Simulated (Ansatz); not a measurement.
Computed with Ansatz.

CH₃NOSn. Charge 0, multiplicity 1. Sn: def2 effective core potential. The bonds changed during the relaxation, so this is another structure than the one it started from. The structure was optimised at the PBE0-D4/def2-TZVP level.

```xyz
7

O     2.000   -1.071    1.714
C     1.219   -0.870    0.893
N     0.372   -0.546    0.077
Sn   -0.917    1.602    0.001
H     0.097   -1.146   -0.687
H    -0.487    1.529   -1.722
H    -2.284    0.501   -0.276
```

Q: What is the dipole moment at B3LYP/def2-TZVPP? (Estimate.)

A: The calculation gave: 2.64 D, with components (1.20, -2.35, -0.17) D in this frame, pointing from negative to positive charge.

Q: And with PBE, r2SCAN, ωB97M-V? (Best estimate.)

A: The calculation gave: PBE 2.66 D, r2SCAN 2.73 D, ωB97M-V 2.75 D.

Q: Give the Mulliken charges with B3LYP, PBE, ωB97M-V in def2-TZVPP. (An estimate is asked.)

A: The calculation gave: 
```
atom  B3LYP    PBE  ωB97M-V
  O1  -0.12  -0.09    -0.15
  C2   0.33   0.27     0.41
  N3  -0.32  -0.28    -0.35
 Sn4   0.30   0.22     0.21
  H5   0.23   0.24     0.22
  H6  -0.21  -0.18    -0.17
  H7  -0.21  -0.18    -0.17
```

B3LYP here is the variant with VWN-RPA as its local correlation; programs differ in this.
